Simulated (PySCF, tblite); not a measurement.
Species: C5H6FN3O.
Z-matrix (Å and degrees, GFN2-xTB geometry), rows numbered from 1:
```
C 
C   1  1.5032
O   2  1.2066  1  124.15
C   2  1.4728  1  113.91  3   179.53
N   4  1.3373  2  124.05  1     5.73
N   5  1.2988  4  105.91  2  -179.89
C   6  1.4304  5  122.66  4  -179.81
N   6  1.3148  5  115.25  4     0.12
C   8  1.3223  6  104.01  5    -0.19
F   9  1.3130  4  128.86  2     0.41
H   1  1.0883  2  108.89  3  -111.55
H   1  1.0863  2  109.84  3   130.75
H   1  1.0862  2  110.01  3     8.52
H   7  1.0872  6  107.86  5    -4.87
H   7  1.0898  6  109.65  5  -125.15
H   7  1.0906  6  110.05  5   115.24
```

The calculation used PBE0/pcSseg-1 in PySCF (dipole) on a GFN2-xTB geometry, gas phase.

Take the most abundant isotopes and a rigid rotor. The values belong to one conformer with, in the numbering `[CH3:1][C:2](=[O:3])[c:4]1[n:5][n:6]([CH3:7])[n:8][c:9]1[F:10]`, C1–C2–C4–N5 6°.

**Question.** Give the principal moments of inertia and the rotational constants in cm⁻¹.

**Answer.** Ia = 233.83, Ib = 451.27, Ic = 678.09 u·Å²; 505379 MHz·u·Å²/I gives 2161, 1120 and 745.3 MHz, that is A = 0.07209, B = 0.03736, C = 0.02486 cm⁻¹.

**Question.** What kind of rotor is it?

**Answer.** An asymmetric top: κ = (2 × 1120 − 2161 − 745.3)/(2161 − 745.3) = -0.47.

**Question.** Is it planar, by Δ = Ic − Ia − Ib?

**Answer.** Not planar: Δ = Ic − Ia − Ib = -7.01 u·Å². For a rigid frame Δ = −2 Σ m c², so Σ m c² = 3.50 u·Å² lies off the ab plane: 3.18 from hydrogen and 0.33 from heavier atoms. The atom farthest from that plane is 1.08 Å away.

**Question.** Give the coordinates in the principal-axis frame, origin at the centre of mass.

**Answer.** The sense of each axis is arbitrary; atoms in the order of the calculation.
```json
{"atom": "C1", "mass (u)": "12.000", "a (Å)": "-2.135", "b (Å)": "-1.911", "c (Å)": "0.092"}
{"atom": "C2", "mass (u)": "12.000", "a (Å)": "-1.812", "b (Å)": "-0.447", "c (Å)": "-0.018"}
{"atom": "O3", "mass (u)": "15.995", "a (Å)": "-2.641", "b (Å)": "0.426", "c (Å)": "-0.097"}
{"atom": "C4", "mass (u)": "12.000", "a (Å)": "-0.369", "b (Å)": "-0.153", "c (Å)": "-0.011"}
{"atom": "N5", "mass (u)": "14.003", "a (Å)": "0.587", "b (Å)": "-1.088", "c (Å)": "-0.027"}
{"atom": "N6", "mass (u)": "14.003", "a (Å)": "1.715", "b (Å)": "-0.445", "c (Å)": "-0.011"}
{"atom": "C7", "mass (u)": "12.000", "a (Å)": "2.982", "b (Å)": "-1.109", "c (Å)": "-0.025"}
{"atom": "N8", "mass (u)": "14.003", "a (Å)": "1.614", "b (Å)": "0.865", "c (Å)": "0.017"}
{"atom": "C9", "mass (u)": "12.000", "a (Å)": "0.310", "b (Å)": "1.085", "c (Å)": "0.015"}
{"atom": "F10", "mass (u)": "18.998", "a (Å)": "-0.191", "b (Å)": "2.299", "c (Å)": "0.048"}
{"atom": "H11", "mass (u)": "1.008", "a (Å)": "-1.854", "b (Å)": "-2.260", "c (Å)": "1.083"}
{"atom": "H12", "mass (u)": "1.008", "a (Å)": "-1.553", "b (Å)": "-2.473", "c (Å)": "-0.633"}
{"atom": "H13", "mass (u)": "1.008", "a (Å)": "-3.198", "b (Å)": "-2.069", "c (Å)": "-0.062"}
{"atom": "H14", "mass (u)": "1.008", "a (Å)": "2.799", "b (Å)": "-2.179", "c (Å)": "0.038"}
{"atom": "H15", "mass (u)": "1.008", "a (Å)": "3.580", "b (Å)": "-0.775", "c (Å)": "0.823"}
{"atom": "H16", "mass (u)": "1.008", "a (Å)": "3.517", "b (Å)": "-0.875", "c (Å)": "-0.946"}
```

**Question.** Where do the levels up to J = 2 lie, in MHz?

**Answer.** Above 0(0,0):
J = 1: 1(0,1) 1865, 1(1,1) 2907, 1(1,0) 3281
J = 2: 2(0,2) 5511, 2(1,2) 6262, 2(1,1) 7386, 2(2,1) 10510, 2(2,0) 10595

**Question.** Which lines would a microwave search look for?

**Answer.** The dipole components are |μa| = 3.66 D, |μb| = 3.58 D, |μc| = 0.21 D. The squared components, which scale the intensities, stand as 1.00 : 0.96 : 0.00 (a : b : c). Some lines, for components of 0.1 D or more:

```tsv
type	branch	J(Ka,Kc)	MHz	lower level (cm⁻¹)
c	Q	3(1,3) ← 3(0,3)	453	0.360
b	Q	2(1,1) ← 2(0,2)	1875	0.184
b	R	4(2,2) ← 3(3,1)	2266	0.744
b	R	2(0,2) ← 1(1,1)	2605	0.097
c	Q	3(2,2) ← 3(1,2)	2622	0.450
b	Q	3(2,1) ← 3(1,2)	3019	0.450
c	Q	2(2,1) ← 2(1,1)	3124	0.246
c	R	1(1,0) ← 0(0,0)	3281	0.000
a	R	2(0,2) ← 1(0,1)	3646	0.062
a	R	3(0,3) ← 2(0,2)	5283	0.184
b	Q	4(2,3) ← 4(1,4)	5679	0.594
c	Q	3(3,1) ← 3(2,1)	5795	0.550
a	R	3(2,1) ← 2(2,0)	5908	0.353
a	R	4(2,3) ← 3(2,2)	7394	0.537
a	R	4(3,2) ← 3(3,1)	7599	0.744
c	R	2(2,1) ← 1(1,1)	7604	0.097
a	R	4(3,1) ← 3(3,0)	7669	0.744
b	R	2(2,0) ← 1(1,1)	7688	0.097
c	R	3(1,2) ← 2(0,2)	7972	0.184
a	R	4(1,3) ← 3(1,2)	8001	0.450
b	Q	4(4,0) ← 4(3,1)	8400	1.000
b	R	4(2,3) ← 3(1,2)	10017	0.450
b	R	3(3,1) ← 2(2,0)	11703	0.353
c	R	3(3,0) ← 2(2,0)	11715	0.353
b	R	3(3,0) ← 2(2,1)	11799	0.351
c	R	4(2,3) ← 3(1,3)	12252	0.375
c	R	4(3,2) ← 3(2,2)	13790	0.537
```

**Question.** Estimate the classical rotational partition function at 10 K, 50 K and 298.15 K.

**Answer.** Point group C1, symmetry number σ = 1; q = (√π/σ)·√((kT/h)³/(ABC)), k/h = 20836.6 MHz/K: 3970 at 10 K, 44400 at 50 K, 646000 at 298.15 K.

Its GFN2-xTB frequencies are all real (lowest 33 cm⁻¹). No vibrational averaging or centrifugal distortion is included, and the geometry carries the error of its method. A rigid rotor knows nothing of internal rotation, which can split or shift real lines. Quadrupole hyperfine structure (14N) is left out.
